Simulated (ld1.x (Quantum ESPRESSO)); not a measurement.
Ru (Z = 44): one change to a PAW potential, before and after

- Element: ruthenium (Ru)
- Generator: ld1.x (Quantum ESPRESSO) 7.5
- Type: PAW
- Functional: PBE
- Relativity: scalar-relativistic
- Frozen core: [Ar] 3d10
- Valence charge: 16
- Reference configuration: 4s2 4p6 4d7 5s1 5p0
- Partial waves: 4s (bound): rcut 1.45, rcutus 1.70 bohr; 5s (bound): rcut 1.45, rcutus 1.70 bohr; 4p (bound): rcut 1.50, rcutus 1.65 bohr; 5p (bound, empty): rcut 1.50, rcutus 1.65 bohr; 4d (bound): rcut 1.15, rcutus 1.40 bohr; 4d channel at 1 Ry: rcut 1.15, rcutus 1.40 bohr
- Local potential: all-electron potential smoothed inside 1.40 bohr (lloc = -2)
- Core correction: a·sin(br)/r model core, default radius (core density twice the valence density)
- Augmentation charge: PSQ, inside the norm-conserving radii

All-electron outer shells of the reference configuration (PBE, scalar-relativistic, ld1.x):

```csv
shell,level (eV),outermost node (bohr),outermost maximum (bohr)
3p,-447.22,0.16,0.36
3d,-273.12,–,0.30
4s,-76.37,0.48,0.92
4p,-46.42,0.49,0.98
4d,-5.20,0.48,1.21
5s,-4.24,1.24,2.73
5p,-0.91,1.41,3.97
```

Change: all radii but the core radius scaled by about 1.09 (s 1.86, p 1.80, d 1.52 bohr, rcut 1.58/1.64/1.26); local potential all-electron potential smoothed inside 1.52 bohr (lloc = -2).

Cutoffs: the cutoffs (Ry, on a coarse ladder) from which the occupation-weighted sum of valence levels, in a spherical-Bessel basis at the reference potential, stays within 10 and 1 mRy of its value at 400 Ry; they do not see the model core or the augmentation charge, which bear on the density cutoff. Errors are all-electron minus pseudo energies relative to the spin-unpolarised reference configuration.

Question: How do hardness, ghosts and transferability respond?

Answer: The potential gets softer (50 Ry and 90 Ry → 45 Ry and 80 Ry); of the 7 tests that both files solve, the error grows in 4 and shrinks in 0 by more than 15 % and 0.3 meV (median size 1.7 → 2.5 meV); neither file shows a bound ghost. A larger radius leaves more room for a smooth pseudo-wave, so fewer plane waves are needed. More of the atom is replaced by a form fitted at one configuration, so other configurations suffer.

```tsv
quantity	base	changed
cutoff, loose	50 Ry	45 Ry
cutoff, tight	90 Ry	80 Ry
loose cutoff by channel (10 mRy a level)	s 21 Ry, p 25 Ry, d 40 Ry	s 21 Ry, p 21 Ry, d 40 Ry
bound ghosts	none	none
error for 4s2 4p6 4d7 5s0 5p0, meV [ΔE 7.29 eV]	-1.5	-1.5
error for 4s2 4p6 4d6 5s0 5p0, meV [ΔE 25.48 eV]	-1.7	-1.6
error for 4s2 4p6 4d5 5s0 5p0, meV [ΔE 56.10 eV]	-2.8	-3.8
error for 4s2 4p6 4d6 5s1 5p0, meV [ΔE 10.11 eV]	+1.0	+2.5
error for 4s2 4p6 4d6 5s2 5p0, meV [ΔE 1.70 eV]	+2.2	+4.0
error for 4s2 4p6 4d6 5s1 5p1, meV [ΔE 5.65 eV]	+2.2	+3.7
error for 4s2 4p6 4d8 5s0 5p0, meV [ΔE -0.33 eV]	-1.7	-1.7
lowest overlap eigenvalue by channel	s 0.08, p 0.20, d 0.94	s 0.08, p 0.11, d 0.93
```
